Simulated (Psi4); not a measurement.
H (SMILES [H]), doublet. Base run: HF/def2-SV(P) (Psi4).

Geometry (Å):
```xyz
1

H      0.0000     0.0000     0.0000
```
Charge 0, spin multiplicity 2.
Orbitals are unrestricted.
All else is at Psi4's defaults (density fitting).
Base energy -0.49928 Eh.

Each row names what was changed in the base input (with any setting that the change needs).

| change | ΔE vs base (µEh) | SCF cycles | basis functions |
|---|---|---|---|
| base | 0.0 | 2 | 2 |
| cholesky_tolerance = 1e-3 (with scf_type cd) | 0.0 | 2 | 2 |
| guess = sadno | 0.0 | 5 | 2 |
| guess = huckel | 0.0 | 5 | 2 |
| cholesky_tolerance = 1e-6 (with scf_type cd) | 0.0 | 2 | 2 |
| scf_type = dfdirj+cosx | -68.7 | 4 | 2 |
| scf_type = direct | 0.0 | 4 | 2 |
| diis_max_vecs = 15 | 0.0 | 2 | 2 |
| df_basis_scf = cc-pvtz-jkfit | 0.0 | 2 | 2 |
| guess = sap | 0.0 | 5 | 2 |
| puream = false | 0.0 | 2 | 2 |
| level_shift = 1.0 | 0.0 | 2 | 2 |
| level_shift = 0.3 | 0.0 | 2 | 2 |

Open shells are given as the SCF converged; they aren't shown to be the lowest states, and a large step between rows can be another state.
